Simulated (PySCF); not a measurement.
BiF3, SMILES [Bi]([F])([F])[F]. Atoms are numbered in the order given.

```xyz
4

Bi     0.0000     0.0000     0.2555
F      1.5064     0.8697    -0.7855
F      0.0000    -1.7395    -0.7855
F     -1.5064     0.8697    -0.7855
```
Charge 0, spin multiplicity 1.

The structure is a stationary point at B3LYP-D3(BJ)/def2-SVP. The isomer is the one that the SMILES or the coordinates give; other isomers of the formula were not compared. The def2 effective core potentials stand for the cores of Bi; spin–orbit coupling is left out.

Computed with ωB97X/def2-TZVPD (PySCF).

Computed frontier levels, gap, dipole moment and polarisability:
| Item | Result |
|---|---|
| highest occupied level | -12.50 eV |
| lowest empty level | -0.11 eV |
| orbital gap | 12.39 eV |
| dipole moment | 5.35 D |
| quadrupole, principal values (traceless, Buckingham form, about the centre of nuclear charge) | -2.60, -2.60, 5.21 D·Å |
| mean static polarisability | 40.3 bohr³ (5.97 Å³) |
| polarisability, principal values | 37.7, 41.6, 41.6 bohr³ |
